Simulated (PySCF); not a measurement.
## Spinor energies of Mo³⁰⁺ (molybdenum, charge +30)

Start: [Ne] 3s2. Calculated with PySCF 2.14 in an even-tempered Gaussian basis (19 s from 4.9 bohr⁻², ratio 2.4; 13 p from 6.4 bohr⁻², ratio 2.4; 4 d from 22 bohr⁻², ratio 2.6; 4 f from 32 bohr⁻², ratio 2.6): generalised Hartree-Fock with the X2C-1e Hamiltonian and a Gaussian nucleus; one run each with spin-orbit coupling (SO) switched off, then screened by Boettger's factors.

```
spinor shell  electrons  ε, spin-free (eV)  ε, screened SO (eV)  weight of nominal j (screened SO)  rms radius, screened SO (bohr)
       1s1/2          2           -21713.6             -21712.8                              1.000                          0.0404
       2s1/2          2            -4430.5              -4430.3                              1.000                           0.163
       2p1/2          2            -4126.4              -4202.5                              1.000                           0.142
       2p3/2          4            -4126.4              -4090.8                              1.000                           0.146
       3s1/2          2            -1724.6              -1724.6                              1.000                           0.396
```

| quantity | spin-free | screened SO |
| --- | --- | --- |
| E (hartree) | -3369.53230 | -3369.93740 |
| M_J | 0 | 0 |
| ⟨J²⟩ | 0.000 | 0.000 |
| ⟨L²⟩ | 0.000 | 0.003 |
| ⟨S²⟩ | 0.000 | 0.003 |

Breit and QED terms are absent; they matter most for the inner s and p1/2 levels.

Densities and radii are taken from the X2C orbitals without a picture-change correction, which distorts them close to the nucleus.

Without spin-orbit coupling the j labels of p, d and f shells carry no meaning; the spin-free column gives the mean over the occupied spinors of each nl shell.
